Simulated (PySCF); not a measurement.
C3H3BrClF, SMILES C/C(Br)=C(\F)Cl.

Geometry: B3LYP-D3(BJ)/def2-SVP. The structure was generated by enumeration; whether it is a known compound was not checked.

These are PySCF with SMD-ωB97X/def2-SVP values and carry that method's errors.

Solvation free energies are E(SMD) − E(gas) at the gas-phase geometry, for 1 M in both phases. Bromine has the revised SMD18 radius of 2.60 Å. In vacuum the dipole moment is 1.23 D.

Computed solvation free energies in water, dichloromethane, cyclohexanone:
```
solvent          ΔG(solv) (kcal/mol)  its non-electrostatic (CDS) part  dipole (D)
---------------  -------------------  --------------------------------  ----------
water                            0.7                               2.7        1.72
dichloromethane                 -4.3                              -2.6        1.64
cyclohexanone                   -3.1                              -1.3        1.68
```
